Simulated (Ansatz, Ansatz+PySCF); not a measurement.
```xyz
2

Li    0.0000    0.0000   -0.3995
H     0.0000    0.0000    1.1984
```

Basis set: def2-SVP (spherical functions). All electrons are correlated. Charge 0, multiplicity 1.

Computed with Ansatz (development build ahead of 0.2.0); each method stands on the lowest determinant of its kind that the runs found. Restricted open shells among the atoms or ions are ROHF, correlated in semicanonical orbitals with singles. Restricted functionals stand beside restricted open-shell atoms, which can lie above the unrestricted atoms usual in DFT and then raise those values.

The atomization energy at this shape (free ground-state atoms in the same class of orbitals less the molecule, no zero-point energy) of singlet LiH:

```tsv
method	atomization energy
r²SCAN (restricted)	232.6 kJ/mol
PBE0 (unrestricted)	220.8 kJ/mol
PBE (unrestricted)	224.1 kJ/mol
RHF-CCSD(T)	211.8 kJ/mol
RHF-MP2	193.9 kJ/mol
RHF	142.6 kJ/mol
```

Task: What does ωB97X (restricted) give?

Result: 242.4 kJ/mol.
